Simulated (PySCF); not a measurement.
**Fractional electron number in Cu⁻ (copper, charge -1)**

The 4s beta orbital of [Ar] 3d10 4s2 is emptied in steps (occupation f), with all orbitals relaxed, ending at [Ar] 3d10 4s1. Calculation: PySCF 2.14, in aug-cc-pVTZ-PP with ECP10MDF (6s6p5d3f2g, 88 functions); a scalar-relativistic core potential. The exact energy is a straight line in f; departures are measured from the line between the end points of the same method.

| f | B3LYP (eV) |
| --- | --- |
| 1 | 0.000 |
| 0.75 | -0.361 |
| 0.5 | -0.499 |
| 0.25 | -0.387 |
| 0 | 0.000 |

| method | E(f=0) − E(f=1) (eV) | −ε at f=1 (eV) | −ε at f=0.5 (eV) |
| --- | --- | --- | --- |
| B3LYP | 1.309 | -0.535 | 1.239 |

Orbital energy along the path (eV):

```json
{"f": "1", "B3LYP": "0.535"}
{"f": "0.75", "B3LYP": "-0.291"}
{"f": "0.5", "B3LYP": "-1.239"}
{"f": "0.25", "B3LYP": "-2.293"}
{"f": "0", "B3LYP": "-3.432"}
```

At f = 1 the orbital energy is positive for B3LYP: only the finite basis holds the electron.

Reference removal energy between the ground levels: 1.236 eV (measured; photodetachment measurements, as compiled on the Wikipedia data page of electron affinities).
